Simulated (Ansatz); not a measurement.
Ligand exchange: GaH2F + HI → GaH2I + HF

Species: GaH2F `[F][GaH2]`, singlet; HI (hydrogen iodide), singlet; GaH2I `[GaH2][I]`, singlet; HF (hydrogen fluoride), singlet. The partners trade F for I: Ga–F and H–I bonds give way to Ga–I and H–F.

Shapes, held fixed at every level: PBE0-D4/def2-TZVP. Programs: Ansatz 0.2.0. The zero-point and thermal change to 298 K, harmonic and unscaled (PBE0-D4/def2-TZVP), is +8.6 kJ/mol.

```tsv
level	kind	ΔH(298 K) (kJ/mol)	less CCSD(T)/def2-TZVPP	CPU time (sum over the molecules)
HF/def2-TZVPP	Hartree–Fock	-32.1	-0.5	–
B3LYP-D4/def2-TZVPP	global hybrid	-28.6	+3.0	10 s
r2SCAN0-D4/def2-TZVPP	global hybrid	-38.1	-6.5	11 s
wB97M-V/def2-TZVPP	range-separated hybrid	-29.5	+2.1	22 s
CCSD(T)/def2-SVP	coupled cluster or CI	-17.5	+14.1	9.3 s
CCSD/def2-TZVPP	coupled cluster or CI	-31.0	+0.6	–
CCSD(T)/def2-TZVPP	coupled cluster or CI	-31.6	0.0	36 s
```

The highest level, CCSD(T)/def2-TZVPP, gives ΔH(298 K) = -31.6 kJ/mol; the levels span -38.1 to -17.5. The column of differences is taken from that level and isn't an error. No measured value is set beside it here. For atoms past krypton def2 sets carry core potentials with scalar relativity. Relativity is left out for Ga unless named. Correlated rows may include outer-core shells of Ga, I, which these sets cover unevenly. Times are processor times on shared x86 and Arm servers, and rough.
